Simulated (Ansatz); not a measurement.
Coupled-cluster run, C$_{3}$H$_{8}$AlCl, SMILES `C[CH](C)[AlH][Cl]`.

```yaml
crystal:
  periodic: [false, false, false]
  atoms:
    - {symbol: C, position_ang: [-1.331453, -0.554317, 0.234672]}
    - {symbol: C, position_ang: [0.038501, 0.101716, 0.388039]}
    - {symbol: C, position_ang: [1.173485, -0.913768, 0.245074]}
    - {symbol: Al, position_ang: [0.319015, 1.657503, -0.768673]}
    - {symbol: Cl, position_ang: [-1.353144, 2.697098, -1.519208]}
    - {symbol: H, position_ang: [-2.148579, 0.158938, 0.363881]}
    - {symbol: H, position_ang: [-1.450660, -1.003736, -0.756039]}
    - {symbol: H, position_ang: [-1.468489, -1.356677, 0.968878]}
    - {symbol: H, position_ang: [0.097542, 0.520014, 1.406336]}
    - {symbol: H, position_ang: [2.160192, -0.460650, 0.377054]}
    - {symbol: H, position_ang: [1.164003, -1.389515, -0.740975]}
    - {symbol: H, position_ang: [1.080297, -1.716899, 0.985050]}
    - {symbol: H, position_ang: [1.739889, 2.225592, -1.169188]}
basis:
  gaussian: {orbitals: def2-TZVPP}
correlation: {method: ccsd_t}
output: {orbitals: {seedname: orbitals}}
```

```sh
$ ansatz run in.yaml --threads 4 --pin off --events-out ev --progress --plain
```

Log, shortened:

```
Functional definition: HF
1672 factors; integrals over basis functions are off by at most 1.2e-3 eV
mean field evaluation 1: about -22304.1562 eV, gradient 3.7e1 eV
mean field evaluation 2: about -22304.3455 eV, gradient 3.7e1 eV
mean field evaluation 4: about -22308.1762 eV, gradient 3.9e0 eV
mean field evaluation 8: about -22308.2385 eV, gradient 2.3e-1 eV
mean field -22308.23869351 eV, -819.8126509193 hartree, gradient 2.9e-6 eV, S^2 0.000000; 0 other end points of the search recorded, 0 dependent functions left out
13 core orbitals not correlated: weight in the atoms' cores, before any rotation towards them, 1.000 or more for the frozen orbitals, at most 0.000 for the correlated occupied ones
reference -22308.23869351 eV, -819.8126509193 hartree; 15, 15 occupied and 261, 261 virtual orbitals, 1672 factors
second order -21.70129447 eV of doubles, -0.00000000 eV of singles
cycle   1  -22.75051353 eV  change    -1.0e0 eV  update   8.9e-2
cycle   2  -23.28981783 eV  change   -5.4e-1 eV  update   2.6e-2
cycle   3  -23.36045444 eV  change   -7.1e-2 eV  update   9.9e-3
cycle   4  -23.35563652 eV  change    4.8e-3 eV  update   2.5e-3
cycle   5  -23.35538284 eV  change    2.5e-4 eV  update   1.0e-3
cycle   6  -23.35539606 eV  change   -1.3e-5 eV  update   3.0e-4
cycle   7  -23.35531243 eV  change    8.4e-5 eV  update   1.0e-4
cycle   8  -23.35531574 eV  change   -3.3e-6 eV  update   3.7e-5
perturbative correction -0.91769844 eV, -0.0337247958 hartree
Total energy: -22332.51170769 eV, -820.7046677376 hartree
```

Hardware: 4 threads of a server CPU on a shared host. Wall time 3.2 min, peak host memory 8.6 GiB.

The correlation energy is -24.273 eV, 3.8 % of it from (T); the T1 diagnostic reads 0.0090.
